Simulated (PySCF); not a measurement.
# Xe: ionisation energy

Xe [Xe] (1S) → Xe⁺ [Kr] 4d10 5s2 5p5 (2P), as a difference of total energies. Calculation: PySCF 2.14, in def2-TZVPPD with the def2 core potential (28 electrons); a scalar-relativistic core potential. Correlated levels: valence and next inner shell: nothing frozen outside the core potential. The calculations carry no spin-orbit coupling.

```
                                method  ionisation energy (eV)  error (eV)
                                   UHF                  11.463      -1.102
    MP2 (valence and next inner shell)                  12.389      -0.176
SCS-MP2 (valence and next inner shell)                  12.277      -0.288
   CCSD (valence and next inner shell)                  12.204      -0.361
CCSD(T) (valence and next inner shell)                  12.250      -0.315
```

Reference: 12.565 eV (measured; NIST levels, between the centres of gravity of the two terms).

Errors of the correlated levels include the incompleteness of this basis.
